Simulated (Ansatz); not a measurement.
Harmonic frequencies (cm⁻¹) at PBE0-D4/def2-TZVP from Ansatz: 25, 93, 111, 202, 202, 294, 317, 325, 360, 505, 803, 816, 848, 918, 960, 976, 980, 2275.

Each molecule was computed in one conformer, which needn't be the lowest.

Which molecule is it?
A. `N[Si](F)(F)F`
B. `C[SiH](O)F`
C. `F[SiH](F)[Si](F)(F)F`
D. `F[SiH2][SiH3]`

C.
